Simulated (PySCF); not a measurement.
MgO, charge -1, doublet, at a GFN2-xTB geometry of the parent state (such geometries of metal compounds can be far from the true shape) (a state made from the parent by changing its charge; the spin is typed, not shown lowest) (a gas-phase anion, which may not be bound at this level); SVWN5/6-31G* (PySCF).

The PySCF input:
```python
from pyscf import gto, scf, dft

mol = gto.M(
    atom='''
Mg   -0.00000000   -0.00000000   -0.65696814
O     0.00000000    0.00000000    0.98545221
''',
    basis='6-31g*',
    charge=-1,
    spin=1,
    verbose=4,
)

mf = dft.ROKS(mol)
mf.xc = 'lda,vwn'
mf.kernel()
```

The log (banner, timings and long lists left out):

```
PySCF version 2.14.0

[INPUT] verbose = 4
[INPUT] num. atoms = 2
[INPUT] num. electrons = 21
[INPUT] charge = -1
[INPUT] spin (= nelec alpha-beta = 2S) = 1
[INPUT] symmetry False subgroup None
[INPUT] Mole.unit = angstrom
[INPUT] Symbol           X                Y                Z      unit          X                Y                Z       unit  Magmom
[INPUT]  1 Mg     0.000000000000   0.000000000000  -0.656968140000 AA    0.000000000000   0.000000000000  -1.241489857165 Bohr   0.0
[INPUT]  2 O      0.000000000000   0.000000000000   0.985452210000 AA    0.000000000000   0.000000000000   1.862234785747 Bohr   0.0

nuclear repulsion = 30.9305789156351
number of shells = 14
number of NR pGTOs = 78
number of NR cGTOs = 32
basis = 6-31g*
ecp = {}

******** <class 'pyscf.dft.roks.ROKS'> ********
method = ROKS
initial guess = minao
damping factor = 0
level_shift factor = 0
DIIS = <class 'pyscf.scf.diis.CDIIS'>
diis_start_cycle = 1
diis_space = 8
diis_damp = 0
SCF conv_tol = 1e-09
SCF conv_tol_grad = None
SCF max_cycles = 50
direct_scf = True
direct_scf_tol = 1e-13
num. doubly occ = 10  num. singly occ = 1
XC library pyscf.dft.libxc version 7.1.2
    S. Lehtola, C. Steigemann, M. J. T. Oliveira, and M. A. L. Marques,  SoftwareX 7, 1–5 (2018)
XC functionals = lda,vwn
    P. A. M. Dirac,  Math. Proc. Cambridge Philos. Soc. 26, 376 (1930)
    F. Bloch,  Z. Phys. 57, 545 (1929)
    S. H. Vosko, L. Wilk, and M. Nusair,  Can. J. Phys. 58, 1200 (1980)
radial grids:
    Treutler-Ahlrichs [JCP 102, 346 (1995); DOI:10.1063/1.469408] (M4) radial grids

becke partition: Becke, JCP 88, 2547 (1988); DOI:10.1063/1.454033
pruning grids: <function nwchem_prune>
grids dens level: 3
symmetrized grids: False
atomic radii adjust function: <function treutler_atomic_radii_adjust>
small_rho_cutoff = 0
Set gradient conv threshold to 3.16228e-05
tot grids = 32664
init E= -273.782042889495
  HOMO = -0.144631838880766  LUMO = -0.0387573500884557  gap/eV = 2.88099
cycle= 1 E= -273.277811389852  delta_E= 0.504  |g|= 1.35  |ddm|= 0.993
  HOMO = 0.23416038686196  LUMO = 0.28669316044147  gap/eV = 1.42949
cycle= 2 E= -265.213036600538  delta_E= 8.06  |g|= 3.01  |ddm|= 5.14

WARN: HOMO 1.06905226559619 >= LUMO 0.0595596340623223

cycle= 3 E= -271.823945469691  delta_E= -6.61  |g|= 1.37  |ddm|= 6.21
  HOMO = 0.0501303779800757  LUMO = 0.139349969017701  gap/eV = 2.42779
cycle= 4 E= -273.637500212078  delta_E= -1.81  |g|= 0.577  |ddm|= 3.63

WARN: HOMO 0.15688022814366 >= LUMO 0.0677100822405237

cycle= 5 E= -273.413270644425  delta_E= 0.224  |g|= 0.894  |ddm|= 1.53
  HOMO = 0.0595022410894401  LUMO = 0.150034380966557  gap/eV = 2.46351
cycle= 6 E= -273.654181300047  delta_E= -0.241  |g|= 0.598  |ddm|= 1.35
  HOMO = 0.0728829990145532  LUMO = 0.156646768935112  gap/eV = 2.27933
cycle= 7 E= -273.617878128938  delta_E= 0.0363  |g|= 0.694  |ddm|= 0.135
  HOMO = 0.0729803669280376  LUMO = 0.156773567957465  gap/eV = 2.28013
cycle= 8 E= -273.630291468723  delta_E= -0.0124  |g|= 0.667  |ddm|= 0.0195
  HOMO = 0.0630179810565248  LUMO = 0.149048281508223  gap/eV = 2.34100
cycle= 9 E= -273.742292275671  delta_E= -0.112  |g|= 0.308  |ddm|= 0.231
  HOMO = 0.0588528470355598  LUMO = 0.14938708449753  gap/eV = 2.46356
cycle= 10 E= -273.770557004337  delta_E= -0.0283  |g|= 0.0885  |ddm|= 0.165
  HOMO = 0.0566682140070047  LUMO = 0.146790708561519  gap/eV = 2.45236
cycle= 11 E= -273.772986351732  delta_E= -0.00243  |g|= 0.021  |ddm|= 0.0597
  HOMO = 0.056247950344011  LUMO = 0.1463914446635  gap/eV = 2.45293
cycle= 12 E= -273.773134184758  delta_E= -0.000148  |g|= 0.00394  |ddm|= 0.0233
  HOMO = 0.0562347381375896  LUMO = 0.14644131340344  gap/eV = 2.45465
cycle= 13 E= -273.773139389842  delta_E= -5.21e-06  |g|= 0.000246  |ddm|= 0.00321
  HOMO = 0.0562525729638432  LUMO = 0.146438570172076  gap/eV = 2.45409
cycle= 14 E= -273.773139410954  delta_E= -2.11e-08  |g|= 6.85e-05  |ddm|= 0.000364
  HOMO = 0.0562510075358018  LUMO = 0.14643542756939  gap/eV = 2.45404
cycle= 15 E= -273.773139412505  delta_E= -1.55e-09  |g|= 1.82e-05  |ddm|= 4.93e-05
  HOMO = 0.0562512121206673  LUMO = 0.146435542651714  gap/eV = 2.45404
cycle= 16 E= -273.773139412614  delta_E= -1.09e-10  |g|= 2.57e-06  |ddm|= 1.16e-05
  HOMO = 0.0562516569876403  LUMO = 0.146435809934169  gap/eV = 2.45404
Extra cycle  E= -273.773139412497  delta_E= 1.17e-10  |g|= 2.05e-05  |ddm|= 1.4e-05
converged SCF energy = -273.773139412497
```
